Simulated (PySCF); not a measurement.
# C₆ coefficients of unlike pairs at UHF

Calculated with PySCF 2.14 from the dipole response of each species, C₆(A,B) = (3/π) ∫ α_A(iu) α_B(iu) du, in atomic units, from isotropic polarisabilities. For ions this is the dispersion term alone; charge-induced terms of lower order in 1/R come first.

```csv
species,configuration,basis,relativity,α (bohr³),C₆ (like pair)
Sr⁺,[Kr] 5s1 (2S),"aug-cc-pwCVTZ-X2C with one added diffuse shell each of s, p, d, f type (11s10p8d4f)",spin-free X2C,120.7,1147
O²⁺,[He] 2s2 2p2 (3P),"aug-cc-pVTZ with one added diffuse shell each of s, p, d, f type (6s5p4d3f)",none,1.799,2.357
Ca²⁺,[Ar] (1S),aug-cc-pwCVTZ-X2C (9s8p6d3f),spin-free X2C,3.230,10.59
Si²⁺,[Ne] 3s2 (1S),dyall-av3z (19s12p3d2f),spin-free X2C,12.44,44.06
```

(1) Estimate C₆ for Ca²⁺ with O²⁺.

No spin-orbit coupling is included.

The other pairs:

| pair | C₆ |
| --- | --- |
| Si²⁺, Sr⁺ | 193.9 |
| O²⁺, Sr⁺ | 34.61 |
| Ca²⁺, Sr⁺ | 66.61 |
| Si²⁺, O²⁺ | 9.008 |
| Si²⁺, Ca²⁺ | 18.00 |

Answers

(1) The integral gives 4.968. The combination rule 2 C_A C_B / (C_A α_B/α_A + C_B α_A/α_B) gives 4.928 and the geometric mean 4.996.
